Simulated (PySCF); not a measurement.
## Ionisation energy of S²⁺ by level of theory

S²⁺ [Ne] 3s2 3p2 (3P) → S³⁺ [Ne] 3s2 3p1 (2P), as a difference of total energies. Computed with PySCF 2.14 in aug-cc-pV(Q+d)Z (7s6p5d3f2g, 89 functions), with the non-relativistic Hamiltonian (point nucleus). Correlated levels: valence: [Ne] frozen. The calculations carry no spin-orbit coupling.

**Question.** Order these methods by the ionisation energy they give, lowest first.
A. MP2 (valence)
B. LDA
C. PBE
D. SCS-MP2 (valence)

**Answer.** D (34.587 eV), A (34.682 eV), C (34.838 eV), B (34.885 eV).

A first-order spin-orbit estimate (lowest level to lowest level, LS coupling) adds -0.008 eV.

Errors of the correlated levels include the incompleteness of this basis and the frozen core.

For comparison: 34.86 ± 0.04 eV (semi-empirical (NIST evaluation); NIST Atomic Spectra Database, ionization energies).
